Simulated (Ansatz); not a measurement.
CH$_{8}$SeSi$_{2}$ (`C[SiH2][Se][SiH3]`), relaxed with RKS PBE-D4/def2-SVP in the Gaussian-basis code of Ansatz from a rough embedded geometry. The force threshold is 0.03 eV/Å; the program also tests the step.

The species carries charge 0 and has multiplicity 1.

Start:

```xyz
12

C    -1.406    0.462    0.960
Si   -0.488   -1.089    0.598
Se   -0.023   -1.138   -1.608
Si    1.551    0.417   -1.456
H    -0.782    1.338    0.812
H    -2.364    0.529    0.426
H    -1.700    0.456    2.079
H    -1.360   -2.265    0.916
H     0.740   -1.110    1.358
H     0.997    1.737   -0.982
H     2.279    0.659   -2.688
H     2.557    0.004   -0.416
```

(1) How much energy does the relaxation release, and in how many steps? (An estimate is asked.)

(2) Which bonds change most? (Best estimate.)

(3) Give the relaxed structure. (Best estimate.)

## Answers

(1) The calculation gave: 26.04 kJ/mol, in 4 steps.

(2) Computed: Se3–Si4 from 2.218 to 2.298 Å; Si2–H9 from 1.445 to 1.507 Å; Si2–Se3 from 2.255 to 2.312 Å; Si4–H11 from 1.451 to 1.502 Å.

(3) Ansatz gave: 
```xyz
12

C    -1.497    0.476    1.061
Si   -0.537   -1.085    0.614
Se    0.039   -1.167   -1.623
Si    1.660    0.453   -1.464
H    -0.891    1.383    0.868
H    -2.430    0.547    0.468
H    -1.763    0.461    2.139
H    -1.375   -2.314    0.841
H     0.718   -1.180    1.442
H     1.091    1.781   -1.040
H     2.263    0.589   -2.833
H     2.722    0.056   -0.473
```
